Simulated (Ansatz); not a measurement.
Basis-set extrapolation for `C[SiH2]B[SiH3]` (PBE0-D4/def2-TZVP geometry, frozen core, Ansatz). Multiplicity 1, RHF reference.

|  | def2-TZVPP | def2-QZVPP |
| --- | --- | --- |
| HF | -645.664979 | -645.686008 |
| MP2 correlation | -0.532555 | -0.568235 |
| CCSD(T) correlation | -0.626717 | not run |

Energies in hartree. Use E(X) = E(∞) + A·exp(−7.88·√X) for Hartree–Fock and E(X) = E(∞) + B·X^(−2.97) for correlation, with X = 3 and 4, and add CCSD(T) minus MP2 of the smaller set to the MP2 limit.

Q: What is the CCSD(T) energy at the basis-set limit?

A: HF limit: -645.686008 + (-0.021029) × 0.13774 = -645.68890. MP2 limit: -0.568235 + (-0.035680) × 0.74074 = -0.59466. Higher-order term: -0.626717 − (-0.532555) = -0.09416. Total: -646.37772 hartree, 225.9 kJ/mol below CCSD(T)/def2-TZVPP.
